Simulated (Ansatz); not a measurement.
Consider the hydrogenolysis of a Ge–C bond: `C[CH2][GeH2][CH3]` + H₂ → `C[CH2][GeH3]` + CH₄.

Computed with Ansatz on PBE0-D4/def2-TZVP structures; ΔE is electronic, products minus reactants. CBS: MP2 limit from def2 TZ/QZ plus the TZ coupled-cluster correction, frozen cores. This one scheme is used for every species. Functionals use def2-TZVPP. B3LYP here is the variant with VWN-RPA as its local correlation; programs differ in this. For Ge outer-core shells are correlated without core-valence functions, which leaves a few kJ/mol of doubt a bond. Scalar relativity is left out up to krypton. Each species was taken in one conformer, which may not be the lowest.

`C[CH2][GeH2][CH3]`:

Cartesian coordinates in Å:
```
C 0.153 -1.815 -0.303
C 0.914 -0.761 0.490
Ge -0.145 0.851 0.849
C -0.701 1.704 -0.821
H -0.162 -1.437 -1.279
H 0.765 -2.704 -0.482
H -0.747 -2.140 0.226
H 1.819 -0.454 -0.044
H 1.244 -1.166 1.451
H -1.398 0.462 1.666
H 0.684 1.849 1.688
H -1.320 1.025 -1.410
H 0.173 1.981 -1.414
H -1.279 2.605 -0.617
```

H₂:

```xyz
2

H     0.098    0.035    0.358
H    -0.098   -0.035   -0.358
```

`C[CH2][GeH3]`:

Z-matrix (Å, degrees):
```
C
C 1 1.522
H 1 1.094 2 111.5
H 1 1.093 2 111.5 3 -120.0
H 1 1.093 2 111.5 3 120.0
Ge 2 1.960 1 113.0 3 180.0
H 2 1.093 1 110.8 3 -59.1
H 2 1.093 1 110.8 3 59.0
H 6 1.541 2 110.0 1 -59.6
H 6 1.541 2 110.0 1 59.6
H 6 1.540 2 111.1 1 -180.0
```

CH₄:

Z-matrix (Å, degrees):
```
C
H 1 1.090
H 1 1.090 2 109.5
H 1 1.090 2 109.5 3 -120.0
H 1 1.090 2 109.5 3 120.0
```

| level | ΔE (kcal/mol) |
| --- | --- |
| LDA (SPW92) | -9.7 |
| PBE-D4 | -9.1 |
| PBE0-D4 | -9.7 |
| PBE | -10.4 |
| PBE0 | -10.9 |
| B3LYP | -12.2 |
| MP2/def2-SVP | -10.9 |
| SCS-MP2/def2-TZVPP | -8.7 |

Task: What does CCSD(T)/CBS give? (Best estimate.)

Result: Ansatz gave: -8.7 kcal/mol. The listed levels differ from it by -1.0, -0.4, -1.0, -1.7, -2.2, -3.5, -2.2, 0.0 kcal/mol.

Largest T1 diagnostic among the species: 0.010.

At CCSD(T), def2-SVP lies −3.6 kcal/mol from the extrapolated value and def2-TZVPP −0.0 kcal/mol. The D4 term adds +2.1 kcal/mol with B3LYP and +1.2 kcal/mol with PBE0; it sums over pairs of atoms, weighted by their polarisabilities, and B3LYP, whose exchange is more repulsive, gets the larger term.
